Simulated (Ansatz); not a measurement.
Reaction (formal exchange of groups at the Si–C bond): `[NH2][GaH][SiH2]C=O` + SiH₄ → `[NH2][GaH][SiH2][SiH3]` + `C=O`

Program: Ansatz. Geometries: PBE0-D4/def2-TZVP. ΔE: electronic, gas phase. CBS: MP2 limit from def2 TZ/QZ plus the TZ coupled-cluster correction, frozen cores. This one scheme is used for every species. Functionals use def2-TZVPP. For Ga outer-core shells are correlated without core-valence functions, which leaves a few kJ/mol of doubt a bond. Scalar relativity is left out up to krypton. Each species was taken in one conformer, which may not be the lowest.

Problem. Is it downhill or uphill in electronic energy at CCSD(T)/CBS, and by how much? (An estimate is asked.)

Solution. Computed: Downhill: ΔE = -0.28 eV.

Problem. What do these levels give: ωB97X-V, ωB97M-V, B2PLYP, HF/def2-TZVPP, HF/def2-QZVPP, SCS-MP2/def2-QZVPP? (An estimate is asked.)

Solution. Ansatz gave: ωB97X-V -0.27, ωB97M-V -0.23, B2PLYP -0.22, HF/def2-TZVPP -0.23, HF/def2-QZVPP -0.22, SCS-MP2/def2-QZVPP -0.23 eV.

Largest T1 diagnostic among the species: 0.016.

In def2-TZVPP, CCSD(T) changes the Hartree–Fock value by −0.06 eV (the triples alone add +0.00 eV) and MP2 by −0.04 eV. From PBE to PBE0 (25 % exact exchange), in def2-TZVPP and without D4, ΔE moves by −0.05 eV.
